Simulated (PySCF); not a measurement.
# Unknown compound

The spectra below were simulated for a compound C₈H₇FSi.

1H NMR (600 MHz, computed): δ 8.01 (m, 1H), 7.63 (m, 1H), 7.48 (m, 1H), 7.33 (m, 1H), 6.40 (m, 1H), 4.92 (m, 2H).

13C{1H} NMR (computed): δ 168.3 (C), 154.1 (CH), 143.3 (C), 142.2 (C), 135.1 (CH), 134.3 (CH), 132.6 (CH), 123.4 (CH).

A single conformation, no solvent model, one averaged value for each set of equivalent atoms, non-relativistic. GFN2-xTB structure; shieldings: GIAO PBE0/pcSseg-1; PySCF.

Scale: TMS for 1H (σref 31.72), 13C (σref 186.93) (reference shieldings calculated alike).

**Question.** What is the structure?

**Answer.** 
- The formula gives 6 degrees of unsaturation (2 rings in the answer).
- 8 carbon signals for 8 carbons: no two carbons are equivalent.
- Carbon types of the structure: 3 × C, 5 × CH, leaving 2 H on heteroatoms.
- δC 168.3: aromatic carbon bearing fluorine; σ withdrawal by the attached heteroatom moves it downfield of the ring CH carbons.
- δC 154.1, 132.6: alkene CH; an sp2 carbon of a C=C bond.
- δC 143.3, 142.2: substituted aromatic carbon.
- δC 135.1, 134.3, 123.4: aromatic CH.
- δH 8.01, 6.40: hydrogen on an alkene CH.
- δH 7.63, 7.48, 7.33: hydrogen on an aromatic CH; the ring current deshields protons in the ring plane.
- δH 4.92: hydrogen on a silicon bonded to 2 C, in a 5-membered ring.

These data were computed for `InChI=1S/C8H7FSi/c9-7-2-1-3-8-6(7)4-5-10-8/h1-5H,10H2`.

The data come from this structure; uniqueness wasn't tested.

Splittings by 19F in the carbon and heteronuclear signals aren't shown, as no couplings were computed. Shifts are as computed. Against solution values, carbons near 30 ppm lie about +3 ppm off and those near 130 ppm about +5 ppm. Of 1211 compounds with measured shifts, 218 miss one by over three times the rms of a fit or turn the order of signals round; such compounds aren't used in these exercises. No couplings were computed; multiplicities are counted from neighbouring protons, with m where these are inequivalent, close in shift, in a saturated or five-membered ring or joined by F or P, and br s for small geminal =CH2 splittings.
